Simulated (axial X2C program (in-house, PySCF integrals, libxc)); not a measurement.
CuF: nuclear properties from DFT to coupled cluster

Computed with an in-house all-electron X2C program for linear molecules (integrals from PySCF): two-component X2C with atomic mean-field Coulomb and Gaunt terms, Gaussian nuclei, basis Cu dyall-acv3z, F dyall-av3z with contracted cores.

R = 1.748 Å (near the PBE0 minimum at charge 0 of the determinant lowest at the starting distance; the state shown can have its own minimum elsewhere); state Ω = 0 (closed shell).

| level | qzz Cu (a.u.) | qzz F (a.u.) | μ (D) |
| --- | --- | --- | --- |
| PBE0 | 0.17 | 1.49 | -5.01 |
| HF | -1.26 | 0.83 | -6.13 |
| B3LYP | 0.38 | 1.57 | -4.85 |

qzz is the electric field gradient, eQq0 = 234.96 MHz × Q/barn × qzz; μ is positive if the F end (last atom) is positive. The operators were transformed with the bare-nucleus X2C matrices; with these basis sets, hyperfine constants and field gradients can be off by tens of per cent, and where levels differ in sign neither size nor sign is settled.

Finite-field MP2, CCSD and CCSD(T), with 26 electrons correlated in 130 natural virtual spinors (MP2 remainder added):

```csv
level,qzz Cu (a.u.),qzz F (a.u.),μ (D)
MP2,-0.41,1.29,-5.20
CCSD,-0.65,1.12,-5.52
CCSD(T),-0.53,1.19,-5.36
```

T1 = 0.020 (Lee–Taylor). One unrestricted determinant, the lowest of a limited PBE0 search, is the reference; the functionals treat spin collinearly. Correlation of the inner shells is missing, which matters for properties at the nucleus. Number of frozen shells: Cu 2 s, 1 p; F 1 s.

Task: By how much does correlation change each value, CCSD(T) against HF?

Result: qzz Cu -58 %; qzz F 43 %; μ -13 %.
